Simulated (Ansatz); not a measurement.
A structure relaxed at PBE0-D4/def2-TZVP, charge 0, multiplicity 1:

```tsv
atom	x (Å)	y (Å)	z (Å)
C1	-0.4358	-1.1633	1.1251
N2	-0.0030	-1.0505	-0.2493
Al3	0.3958	0.3995	-1.1839
N4	0.2863	1.9991	-0.4340
H5	-1.4330	-1.6115	1.2179
H6	0.2535	-1.7595	1.7361
H7	-0.4901	-0.1734	1.5853
H8	0.0646	-1.9511	-0.6987
H9	0.8510	0.2552	-2.6903
H10	0.5035	2.8538	-0.9194
H11	0.0073	2.2017	0.5113
```

Give its formula and SMILES.

CH7AlN2, `C[NH][AlH][NH2]`.

Point group (tolerance 0.08 Å, 0.16 Å for H)?

Cs.

Summarise the bond lengths by kind.

1 × C–N 1.445 Å; 3 × C–H 1.093 to 1.097 Å; 2 × Al–N 1.770 to 1.771 Å; 3 × H–N 1.006 to 1.009 Å; 1 × Al–H 1.580 Å.

Computed with Ansatz.
